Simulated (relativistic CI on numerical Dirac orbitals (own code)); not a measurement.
Radial parameters of Bi⁷⁷⁺

These numbers are calculated, not measured: Dirac-Coulomb-Breit CI, KLI orbitals optimised for each configuration, a model potential for QED, unscaled Slater integrals (own radial code, finite nucleus).

Slater integrals F^k, G^k are unscaled and averaged over j, outside the closed core 1s2; ζ comes from projecting the Hamiltonian with its Breit term on Σ l·s of the shell.

- 2s2 2p2: F^2(2p,2p) = 1.6187e+06, ζ(2p) = 1.3268e+07 cm⁻¹; <r>(2p) = 0.05745, <r^2>(2p) = 0.004047 (bohr units).
- 2s 2p3: F^2(2p,2p) = 1.6178e+06, G^1(2s,2p) = 1.7647e+06, ζ(2p) = 1.3246e+07 cm⁻¹; <r>(2s) = 0.06373, <r^2>(2s) = 0.004857, <r>(2p) = 0.05749, <r^2>(2p) = 0.004052 (bohr units).
- 2p4: F^2(2p,2p) = 1.6161e+06, ζ(2p) = 1.3224e+07 cm⁻¹; <r>(2p) = 0.05755, <r^2>(2p) = 0.00406 (bohr units).

Averages of the first 10 configurations, taken without configuration mixing, which lowers the lowest level and can move excited configurations by several eV; other configurations of the list can lie among them:

```tsv
Configuration	Parity	States	Average energy above the lowest level (eV)
2s2 2p2	even	15	3266.3
2s 2p3	odd	40	5284.3
2p4	even	15	7375.2
2s2 2p 3s	odd	12	15371.9
2p3 3s	odd	40	19401.6
2p3 3p	even	120	19989.9
2s2 2p 3p	even	36	15975.3
2p3 3d	odd	200	20430.9
2s2 2p 3d	odd	60	16415.8
2s 2p2 3s	even	60	17350.1
```
